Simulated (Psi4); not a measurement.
H$_{4}$BeSi (SMILES [BeH][SiH3]), singlet, at a GFN2-xTB geometry (such geometries of metal compounds can be far from the true shape); HF/6-311G** (Psi4 1.11).

Input for Psi4:
```
memory 2 GB

molecule mol {
0 1
Be   -1.494085   -0.830540   -0.196330
H    -2.619132   -1.435060   -0.382033
Si    0.402464    0.221378    0.057140
H     1.161482    0.010298    1.304957
H     0.351652    1.696109    0.012168
H     1.447842   -0.048481   -0.949734
}

set {
  basis 6-311g**
  reference rhf
}

energy('scf')
print_variables()
```

The log (banner, timings and long lists left out):

```
   => Loading Basis Set <=

    Name: 6-311G**
    Role: ORBITAL
    Keyword: BASIS

         ---------------------------------------------------------
                                   SCF
               by Justin Turney, Rob Parrish, Andy Simmonett
                          and Daniel G. A. Smith
                              RHF Reference
         ---------------------------------------------------------

  ==> Geometry <==

    Molecular point group: c1
    Full point group: C1

    Geometry (in Angstrom), charge = 0, multiplicity = 1:

       Center              X                  Y                   Z               Mass
    ------------   -----------------  -----------------  -----------------  -----------------
         BE          -1.448723609272    -0.804531177713    -0.191807449048     9.012183065000
         H           -2.573770609272    -1.409051177713    -0.377510449048     1.007825032230
         SI           0.447825390728     0.247386822287     0.061662550952    27.976926534650
         H            1.206843390728     0.036306822287     1.309479550952     1.007825032230
         H            0.397013390728     1.722117822287     0.016690550952     1.007825032230
         H            1.493203390728    -0.022472177713    -0.945211449048     1.007825032230

  Running in c1 symmetry.

  Rotational constants: A =      3.23526  B =      0.34962  C =      0.34961 [cm^-1]
  Rotational constants: A =  96990.79044  B =  10481.21793  C =  10481.14101 [MHz]
  Nuclear repulsion =   35.483457632899331

  Charge       = 0
  Multiplicity = 1
  Electrons    = 22
  Nalpha       = 11
  Nbeta        = 11

  ==> Algorithm <==

  SCF Algorithm Type is DF.
  DIIS enabled.
  MOM disabled.
  Fractional occupation disabled.
  Guess Type is SAD.
  Energy threshold   = 1.00e-06
  Density threshold  = 1.00e-06
  Integral threshold = 1.00e-12

  ==> Primary Basis <==

  Basis Set: 6-311G**
    Blend: 6-311G**
    Number of shells: 36
    Number of basis functions: 68
    Number of Cartesian functions: 70
    Spherical Harmonics?: true
    Max angular momentum: 2

   => Loading Basis Set <=

    Name: (6-311G** AUX)
    Role: JKFIT
    Keyword: DF_BASIS_SCF

  ==> Integral Setup <==

  SCF_SUBTYPE=INCORE selected. In-core MEM_DF algorithm will be used.
  Using in-core AOs.

  ==> MemDFJK: Density-Fitted J/K Matrices <==

    J tasked:                   Yes
    K tasked:                   Yes
    wK tasked:                   No
    Algorithm:                 Core
    Schwarz Cutoff:           1E-12
    Mask sparsity (%):       1.3408
    Fitting Condition:        1E-10

   => Auxiliary Basis Set <=

  Basis Set: (6-311G** AUX)
    Blend: CC-PVTZ-JKFIT + DEF2-UNIVERSAL-JKFIT
    Number of shells: 94
    Number of basis functions: 292
    Number of Cartesian functions: 345
    Spherical Harmonics?: true
    Max angular momentum: 4

  Minimum eigenvalue in the overlap matrix is 7.6594975300E-03.
  Reciprocal condition number of the overlap matrix is 1.4549924979E-03.
    Using symmetric orthogonalization.

  ==> Pre-Iterations <==

  SCF Guess: Superposition of Atomic Densities via on-the-fly atomic UHF (no occupation information).

   -------------------------
    Irrep   Nso     Nmo
   -------------------------
     A         68      68
   -------------------------
    Total      68      68
   -------------------------

  ==> Iterations <==

                           Total Energy        Delta E     RMS |[F,P]|

   @DF-RHF iter SAD:  -305.11411436177616   -3.05114e+02   0.00000e+00
   @DF-RHF iter   1:  -305.83405161432205   -7.19937e-01   3.22551e-03 DIIS/ADIIS
   @DF-RHF iter   2:  -305.86612949750730   -3.20779e-02   1.08851e-03 DIIS/ADIIS
   @DF-RHF iter   3:  -305.86953308439166   -3.40359e-03   3.11396e-04 DIIS/ADIIS
   @DF-RHF iter   4:  -305.87052371751156   -9.90633e-04   5.15768e-05 DIIS
   @DF-RHF iter   5:  -305.87055226766682   -2.85502e-05   1.04352e-05 DIIS
   @DF-RHF iter   6:  -305.87055308107136   -8.13405e-07   1.69037e-06 DIIS
   @DF-RHF iter   7:  -305.87055310496083   -2.38895e-08   2.54743e-07 DIIS
  Energy and wave function converged.

  ==> Post-Iterations <==

    Orbital Energies [Eh]
    ---------------------

    Doubly Occupied:

[...]
    Virtual:

[...]
    Final Occupation by Irrep:
              A
    DOCC [    11 ]
    NA   [    11 ]
    NB   [    11 ]

  @DF-RHF Final Energy:  -305.87055310496083

   => Energetics <=

    Nuclear Repulsion Energy =             35.4834576328993307
    One-Electron Energy =                -493.3535105001850525
    Two-Electron Energy =                 151.9994997623248878
    Total Energy =                       -305.8705531049608339

Computation Completed

Properties will be evaluated at   0.000000,   0.000000,   0.000000 [a0]

Properties computed using the SCF density matrix

 Multipole Moments:

 ------------------------------------------------------------------------------------
     Multipole            Electronic (a.u.)      Nuclear  (a.u.)        Total (a.u.)
 ------------------------------------------------------------------------------------

 L = 1.  Multiply by 2.5417464519 to convert [e a0] to [Debye]
 Dipole X            :         -2.2852493            1.8858533           -0.3993960
 Dipole Y            :         -1.3211113            1.0812863           -0.2398250
 Dipole Z            :         -0.2082037            0.1880166           -0.0201871
 Magnitude           :                                                    0.4663054

 ------------------------------------------------------------------------------------

  Variable Map:
  ----------------------------------------------------------------------------
[...]
  Array Variable Map:
  ----------------------------------------------------------------------------
[...]
[...]
```
